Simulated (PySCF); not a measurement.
B(CCH)(F)(OH) (C₂H₂BFO), SMILES C#CB(O)F.

The structure is a stationary point at B3LYP-D3(BJ)/def2-SVP. The values are those of a single conformer.

These are B3LYP-D3(BJ)/def2-SVP (PySCF) values and carry that method's errors.

No scaling factor is applied to the harmonic values.

```
mode  ν (cm⁻¹)  IR (km/mol)  Raman (Å⁴/amu)  depolarisation  moving atoms (share of kinetic energy)
----  --------  -----------  --------------  --------------  --------------------------------------
1          170          1.1             8.3            0.75          C 38 %, F 21 %, O 20 %, H 16 %
2          239          0.0             8.7            0.75                          C 69 %, H 15 %
3          436          4.3             1.2            0.51           F 31 %, C 30 %, O 26 %, H 9 %
4          510         22.4             2.9            0.73           C 60 %, F 16 %, H 10 %, O 9 %
5          568         80.7             1.5            0.75                                  H 88 %
6          674         90.6             1.4            0.75                          B 72 %, C 14 %
7          728         30.8             1.3            0.69                          H 74 %, C 25 %
8          742          5.4             5.1            0.07          O 33 %, C 28 %, F 26 %, B 10 %
9          771         25.5             1.7            0.75                          H 74 %, C 26 %
10         992        141.9             2.0            0.70                   H 77 %, F 10 %, O 9 %
11        1327        489.8             4.2            0.16                   B 67 %, O 15 %, F 9 %
12        1465        315.0             2.8            0.41                   B 73 %, O 14 %, F 9 %
13        2188         84.0           107.1            0.25                           C 89 %, H 9 %
14        3458         42.5            35.3            0.24                          H 86 %, C 14 %
15        3865         94.1            53.8            0.25                                  H 94 %
```
